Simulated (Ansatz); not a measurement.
Reactions of GeH₁₄Si₅ (`[SiH3][SiH2][SiH2][GeH2][SiH2][SiH3]`).

Isolated molecules relaxed with PBE0-D4/def2-TZVP in Ansatz; ΔE leaves out vibrations. CCSD(T)/CBS adds triple-zeta CCSD(T) − MP2 to the extrapolated MP2 energy (def2 sets, frozen cores). This one scheme is used for every species. Functionals use def2-TZVPP. For Ge outer-core shells are correlated without core-valence functions, which leaves a few kJ/mol of doubt a bond. Scalar relativity is left out up to krypton. One conformer a species, not always the lowest.

```csv
reaction,ωB97X-V (kcal/mol)
`[SiH3][SiH2][SiH2][GeH2][SiH2][SiH3]` + `BS` → `BS[SiH2][SiH2][SiH3]` + `[SiH3][SiH2][GeH3]`,-4.6
`[SiH3][SiH2][SiH2][GeH2][SiH2][SiH3]` + H₂ → `[SiH3][SiH2][GeH2][SiH2][SiH3]` + SiH₄,-3.1
`[SiH3][SiH2][SiH2][GeH2][SiH2][SiH3]` + SiH₄ → `[SiH3][SiH2][GeH2][SiH2][SiH3]` + `[SiH3][SiH3]`,1.8
`[SiH3][SiH2][SiH2][GeH2][SiH2][SiH3]` + `O[SiH2]S` → `[SiH3][SiH2]O[SiH2]S` + `[SiH3][SiH2][SiH2][GeH3]`,-15.7
`[SiH3][SiH2][SiH2][GeH2][SiH2][SiH3]` + H₂O → `[OH][GeH2][SiH2][SiH3]` + `[SiH3][SiH2][SiH3]`,3.0
`[SiH3][SiH2][SiH2][GeH2][SiH2][SiH3]` + NH₃ → `N[SiH2][SiH2][SiH3]` + `[SiH3][SiH2][GeH3]`,-1.6
`[SiH3][SiH2][SiH2][GeH2][SiH2][SiH3]` → `[SiH3][SiH2][GeH2][SiH2][SiH3]` + `[SiH2]`,61.3
`[SiH3][SiH2][SiH2][GeH2][SiH2][SiH3]` + BH₃ → `[BH2][GeH2][SiH2][SiH3]` + `[SiH3][SiH2][SiH3]`,7.7
`[SiH3][SiH2][SiH2][GeH2][SiH2][SiH3]` + GeH₄ → `[SiH3][SiH2][GeH2][SiH2][GeH3]` + `[SiH3][SiH3]`,-1.4
`[SiH3][SiH2][SiH2][GeH2][SiH2][SiH3]` + H₂ → `[SiH3][SiH2][GeH3]` + `[SiH3][SiH2][SiH3]`,2.0
```

(1) Give the CCSD(T)/CBS values in the same order. (Estimate.)

Largest T1 diagnostic: 0.015, for `BS[SiH2][SiH2][SiH3]`.

Results:

(1) Computed: -4.2, -2.1, 2.3, -14.7, 6.1, 0.2, 59.1, 7.8, -1.7, 4.1 kcal/mol.
